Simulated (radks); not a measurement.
Results of a calculation; reference values are marked as such.
Q: Neutral zirconium: order these configurations by energy. Level of theory: non-relativistic Kohn-Sham, PBE, spin-polarised, spherical densities, point nucleus (a radial shooting solver on a logarithmic mesh with Libxc functionals). Open shells are filled with parallel spins first. [Kr] 4d1 5s2 5p1; [Kr] 4d2 5s1 5p1; [Kr] 4d2 5s2; [Kr] 4d3 5p1; [Kr] 4d3 5s1; [Kr] 4d4.

A: From the lowest, in eV above it: [Kr] 4d3 5s1 0.000; [Kr] 4d2 5s2 0.545; [Kr] 4d4 1.278; [Kr] 4d2 5s1 5p1 2.344; [Kr] 4d3 5p1 2.705; [Kr] 4d1 5s2 5p1 4.160.
